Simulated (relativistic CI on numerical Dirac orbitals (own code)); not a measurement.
## Sr I: sensitivity of the levels to the model

Base calculation: Dirac-Coulomb-Breit CI, separate exchange-only KLI orbitals for each configuration, model QED (radiative potential, 1s self-energy scaled to tabulated hydrogen-like ionisation energies), valence Slater integrals scaled by 0.85, P86 correlation energy added to each configuration.

Configuration list (outside the closed core [Kr]): 5s2, 5s 5p, 5s 4d, 5s 6s, 4d 5p, 5s 5d, 5p2, 4d2, 5s 6p, 5s 7s, 5s 4f, 5s 7p, 5s 6d, 5s 8s, 5s 5f, 5s 5g, 5s 8p, 5s 7d, 5d2, 4d 5d, 5s 8d, 5p 5d, 4d 6s. Levels of other configurations are missing.

The lowest level and the first level of each name with at least 55 % of one term (blank where a level has no safe partner in the second run):

```tsv
Level	Base (cm⁻¹)	Shift (cm⁻¹)
5s2 1S_0	0.0	0.0
5s 5p 3P°_0	12490.2	-820.1
5s 5p 3P°_1	12654.7	-820.6
5s 5p 3P°_2	12994.4	-821.6
5s 4d 3D_1	18478.1	+605.7
5s 4d 3D_2	18496.1	+603.6
5s 4d 3D_3	18524.7	+600.8
5s 4d 1D_2	20228.5	+273.6
5s 5p 1P°_1	20321.1	-803.6
5s 6s 3S_1	29138.5	-2927.2
5s 6s 1S_0	30485.2	-2849.8
4d 5p 3F°_2	32366.5	-25.0
4d 5p 3F°_3	32615.6	-42.9
4d 5p 1D°_2	32694.9	-0.1
```

Correlation outside the listed configurations is missing or only estimated: errors of thousands of cm⁻¹ between configurations and terms are usual at this charge. Rates and lifetimes follow the computed energies and can be off by large factors. The fine structure of a lone outer electron comes out too small, for d and f at times inverted, and misplaced configurations move strength between like terms. 27 of the 27 excited levels that our extract of the measured tables holds in this range could be paired (the sources list more); they are missed by 782 cm⁻¹ on average and 1904 at most, and levels without a partner can miss by more.

Q: One thing was changed in a second run, which moved the levels as shown. Which?
A. valence Slater integrals scaled by 0.75
B. configuration mixing switched off
C. only the first 3 configurations
D. QED terms removed
E. Breit term removed
F. no correlation estimate

A: F. No correlation estimate. A correlation estimate moves all levels of a configuration together before mixing; mixed levels move by a weighted share.

LS names give the leading component of a level, which can be under half, so a name can repeat, a term be missing and a line seem to break the LS rules.
